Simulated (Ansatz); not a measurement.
`OC(F)([SiH3])Cl` + `OP[SiH3]` → `OP([SiH3])[SiH3]` + `OC(F)Cl`  (ligand exchange at the Si–C bond)

Computed with Ansatz on PBE0-D4/def2-TZVP structures; ΔE is electronic, products minus reactants. CCSD(T)/CBS is the MP2 limit (def2-TZVPP, def2-QZVPP) plus CCSD(T) − MP2 in def2-TZVPP, frozen cores. Functionals use def2-TZVPP. B3LYP here is the variant with VWN-RPA as its local correlation; programs differ in this. Each species was taken in one conformer, which may not be the lowest.

```tsv
level	ΔE (kJ/mol)	difference from CCSD(T)/CBS
PBE-D4	-50.4	-8.1
r2SCAN-D4	-46.5	-4.2
PBE0-D4	-52.0	-9.7
ωB97X-V	-41.7	0.6
B2PLYP	-40.9	1.4
PBE	-48.6	-6.3
r2SCAN	-45.9	-3.6
B3LYP	-39.9	2.4
HF/def2-TZVPP	-40.0	2.3
SCS-MP2/def2-TZVPP	-40.4	1.9
CCSD/def2-TZVPP	-42.1	0.2
CCSD(T)/def2-TZVPP	-42.8	-0.5
HF/def2-QZVPP	-39.4	2.9
MP2/def2-QZVPP	-43.4	-1.1
HF/CBS(def2)	-39.3	3.0
MP2/CBS(def2)	-43.4	-1.1
CCSD(T)/CBS	-42.3	0
```

Largest T1 diagnostic among the species: 0.014.

CCSD(T)/CBS has its own doubt, a few kJ/mol and more with outer-core shells, so smaller differences from it don't rank the levels.
